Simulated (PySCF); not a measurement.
dimethyl carbonate (C3H6O3), singlet, geometry from GFN2-xTB. Base run: TPSS/6-31G run with PySCF.

Geometry (Å):
```xyz
12

C      2.3252     0.0999     0.0503
O      1.1048    -0.5444     0.3936
C     -0.0023     0.0604    -0.0383
O     -0.0404     1.0761    -0.6721
O     -1.0602    -0.6505     0.3533
C     -2.3241    -0.1264    -0.0340
H      2.3357     1.1246     0.4268
H      3.1115    -0.4876     0.5164
H      2.4538     0.1213    -1.0336
H     -3.0648    -0.8097     0.3724
H     -2.4010    -0.0793    -1.1220
H     -2.4626     0.8771     0.3730
```
All else is at PySCF's defaults.
Base energy -343.53075 Eh.

Each row names what was changed in the base input (with any setting that the change needs).

```csv
change,ΔE vs base (mEh),grid points,electrons on the grid
base,0.000,143448,48.00001
grids.radi_method = mura_knowles,0.000,136968,48.00001
grids.level = 5,0.007,399112,48.00000
grids.prune = off,0.000,226504,48.00001
grids.radi_method = gauss_chebyshev,0.000,140320,48.00001
grids.level = 4,0.007,264856,48.00000
grids.level = 0,-56.780,10240,48.02458
grids.level = 2,0.000,99480,48.00001
small_rho_cutoff = 0,0.000,143448,48.00001
"grids.atom_grid = (50, 194)",0.054,78856,48.00003
"grids.atom_grid = (99, 590)",0.006,386712,48.00000
```
